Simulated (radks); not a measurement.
Values are calculated unless marked as measured or tabulated.
Problem. Species: neutral carbon. Configuration: [He] 2s2 2p2 (the NIST ground configuration). Level of theory: scalar-relativistic Kohn-Sham, PBE, spin-unpolarised, spherical densities, finite nucleus; Fermi nuclear charge, rms radius 2.4702 fm (a radial shooting solver on a logarithmic mesh with Libxc functionals). Some entries of the table are withheld. Estimate them.

orbital  occ.  eigenvalue (hartree)  <r> (bohr)  <1/r> (bohr^-1)
1s          2                   (1)         (2)              (3)
2s          2              -0.50533       1.571              (4)
2p          2                   (5)       1.800           0.7682

Solution. 
(1) 1s eigenvalue (hartree): -10.04654
(2) 1s <r> (bohr): 0.2706
(3) 1s <1/r> (bohr^-1): 5.648
(4) 2s <1/r> (bohr^-1): 0.9210
(5) 2p eigenvalue (hartree): -0.19424
